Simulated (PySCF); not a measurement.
Compound: C7H16Si2.
Atom-mapped SMILES: `[CH3:1][C@@H:2]1[CH2:3][C@@H:4]2[CH2:5][C@@:6]1([CH3:7])[SiH2:8][SiH2:9]2`

Geometry (GFN2-xTB, Å), atoms numbered from 1 in this order:
```xyz
25
C7H16Si2 angstrom
C      2.352    0.137    0.593
C      1.025    0.438   -0.102
C      0.291    1.599    0.608
C     -1.107    1.072    0.959
C     -0.832   -0.418    1.148
C      0.011   -0.736   -0.092
C      0.639   -2.121   -0.039
Si    -1.186   -0.518   -1.594
Si    -2.278    1.233   -0.553
H      2.902   -0.643    0.072
H      2.192   -0.177    1.623
H      2.970    1.034    0.604
H      1.264    0.717   -1.135
H      0.827    1.865    1.522
H      0.251    2.495   -0.013
H     -1.489    1.541    1.868
H     -0.254   -0.593    2.061
H     -1.741   -1.022    1.210
H      1.271   -2.292   -0.909
H      1.238   -2.264    0.858
H     -0.143   -2.879   -0.040
H     -1.936   -1.765   -1.797
H     -0.411   -0.293   -2.821
H     -3.670    1.029   -0.129
H     -2.197    2.587   -1.115
```

NICS = −σ at a ghost point: NICS(0) at the centroid of the ring atoms, NICS(1) 1 Å to either side along the normal of their mean plane, zz for the tensor component along that normal. Level: GIAO PBE0/pcSseg-1 (PySCF, non-relativistic, gas phase) on the GFN2-xTB geometry, one conformer.

Rings: 1. C2–C3–C4–C5–C6; 2. C4–C5–C6–Si8–Si9.

```json
{"set": "P", "NICS(0)": "-6.9", "NICS(1), two faces": "-5.8 / -4.3", "NICS(1)zz, two faces": "-8.7 / -4.2"}
{"set": "Q", "NICS(0)": "-6.5", "NICS(1), two faces": "-6.3 / -4.5", "NICS(1)zz, two faces": "-2.5 / -2.6"}
```

Which set (ppm) belongs to which ring?

P = 1, Q = 2.
- 1 (5-membered carbocycle; formal bonds all single): mean NICS(1)zz -6.4 ppm, shielded. C2, C3, C4, C5, C6 have four or more neighbours, so the value isn't read as a sign of a π ring current.
- 2 (5-membered ring with 2 Si; formal bonds all single): mean NICS(1)zz -2.6 ppm, near zero. C4, C5, C6, Si8, Si9 have four or more neighbours, so the value isn't read as a sign of a π ring current.

How do the rings differ in shape?

```json
{"ring": "1", "bond lengths (Å)": "1.546, 1.534, 1.527, 1.533, 1.551", "rms pucker (Å)": "0.21", "HOMA": "–", "nearest outside atom to a NICS(1) probe (Å)": "hydrogen 1.26"}
{"ring": "2", "bond lengths (Å)": "1.527, 1.533, 1.934, 2.311, 1.919", "rms pucker (Å)": "0.28", "HOMA": "–", "nearest outside atom to a NICS(1) probe (Å)": "hydrogen 1.12"}
```
